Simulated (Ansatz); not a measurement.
Consider the homolysis of the C–O bond: `C#CO[CH2][AlH][CH3]` → `[CH2][AlH][CH3]`• + `C#C[O]`•.

Program: Ansatz. Geometries: PBE0-D4/def2-TZVP. ΔE: electronic, gas phase. CCSD(T)/CBS adds triple-zeta CCSD(T) − MP2 to the extrapolated MP2 energy (def2 sets, frozen cores). This one scheme is used for every species. Functionals use def2-TZVPP. B3LYP here is the variant with VWN-RPA as its local correlation; programs differ in this. No spin–orbit coupling; open shells (•) take unrestricted orbitals. Each species was taken in one conformer, which may not be the lowest.

(1) What is ΔE at CCSD(T)/CBS? (An estimate is asked.)

(2) What do these levels give: r2SCAN-D4, B3LYP-D4, ωB97M-V, PBE0, MP2/def2-TZVPP, CCSD/CBS(def2)? (Best estimate.)

Largest T1 diagnostic among the species: 0.023.

## Answers

(1) Computed: +54.9 kcal/mol.

(2) Ansatz gave: r2SCAN-D4 43.4, B3LYP-D4 45.4, ωB97M-V 53.3, PBE0 47.9, MP2/def2-TZVPP 59.9, CCSD/CBS(def2) 51.8 kcal/mol.

The D4 term adds +4.4 kcal/mol with B3LYP and +2.4 kcal/mol with PBE0; it sums over pairs of atoms, weighted by their polarisabilities, and B3LYP, whose exchange is more repulsive, gets the larger term. From PBE to PBE0 (25 % exact exchange), in def2-TZVPP and without D4, ΔE moves by +0.9 kcal/mol. In def2-TZVPP, CCSD(T) changes the Hartree–Fock value by +32.0 kcal/mol (the triples alone add +3.2 kcal/mol) and MP2 by +39.7 kcal/mol; breaking electron pairs costs correlation energy, which Hartree–Fock lacks.
